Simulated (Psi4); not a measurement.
Noncovalent pair: H2 (SMILES [H][H]) (first 2 atoms) with CH4S (SMILES CS); geometry from B3LYP-D3(BJ)/def2-TZVP.
(charge 0, multiplicity 1):
```xyz
8

H      0.030    -0.330     0.154
H      0.378    -0.161    -0.483
C      0.901     0.728     3.086
S     -0.737    -0.072     3.070
H      0.906     1.602     3.734
H      1.593    -0.010     3.487
H      1.218     0.998     2.081
H     -1.425     0.970     2.576
```

These are SAPT0/jun-cc-pV(D+d)Z (Psi4) values and carry that method's errors.

### Question
Give the four SAPT terms and the total, and say what mostly holds the pair together.

### Answer
electrostatics -4.2, exchange 7.3, induction -1.4, dispersion -2.8, total -1.1 kJ/mol; the largest attraction is electrostatics.
